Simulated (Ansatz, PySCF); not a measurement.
Process, species as SMILES: F[B]F → [B]F + F atom (the B-F bond at the site shown breaks; other sites are not compared here)
Each molecule is optimised on its own at B3LYP-D3(BJ)/def2-TZVP (Ansatz, a program for electronic structure).

Property: bond dissociation energy (enthalpy at 298 K, with B3LYP-D3(BJ) rigid-rotor harmonic-oscillator terms from PySCF), in eV. Cores are frozen in the correlated levels unless marked. UHF or UKS for open shells. Spin-orbit coupling is left out. Non-relativistic. CBS marks a two-point X^-3 extrapolation of the correlation energy; Hartree-Fock from the larger set.

```csv
level,program,bond dissociation energy (eV)
HF/cc-pVDZ,Ansatz,3.64
BLYP-D3(BJ)/def2-TZVPD,Ansatz + dftd3,5.04
B3LYP-D4/def2-TZVPD,Ansatz + dftd4,4.98
r2SCAN0/def2-TZVPD,Ansatz,5.10
```

Task: Estimate the value at CCSD(T)/CBS(cc-pVTZ,cc-pVQZ) as computed with Ansatz.

Result: 4.87 eV
